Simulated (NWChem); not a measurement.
Atomisation of fluoroethane (C2H5F)

```
C
F 1 1.3841
H 1 1.1051 2 108.11
H 1 1.1051 3 107.93 2 -116.71
C 1 1.5140 3 111.15 4 -122.12
H 5 1.1012 1 110.71 3 -179.90
H 5 1.1012 6 108.24 1 -121.51
H 5 1.1020 6 108.34 7 -117.27
```
Charge 0, spin multiplicity 1.

All runs are NWChem calculations. The geometry was optimised at B3LYP/def2-SVP, a minimum by its harmonic frequencies.

Basis set: def2-TZVP. The atomisation energy is electronic alone: no zero-point, thermal, spin-orbit or counterpoise terms. No value is extrapolated to the basis-set limit. Free atoms are single determinants with multiplicities C 3, F 2, H 2. Correlated methods freeze the same cores in atoms and molecule, 3 orbitals in all.

| method | atomisation energy (kcal/mol) | relative cost |
|---|---|---|
| BLYP | 713.8 | under 3 |
| LDA (SVWN5) | 819.9 | under 3 |
| PBE0 | 719.6 | under 3 |
| HF | 539.3 | 1 |
| PBE | 731.0 | under 3 |
| BHandHLYP | 698.3 | under 3 |
| BP86 | 739.1 | under 3 |
| B3LYP | 716.8 | under 3 |
| MP2 | 703.2 | under 3 |

The values span 280.6 kcal/mol, from HF (lowest) to LDA (SVWN5) (highest). Costs are rough ratios of processor time within this set of runs, SCF included, with HF as 1. Costs are the molecule's.

B3LYP has NWChem's definition, with VWN1-RPA local correlation. The stability of the SCF solutions was not checked. Open-shell Hartree-Fock references start from PBE0 orbitals; any time given for them includes that run.
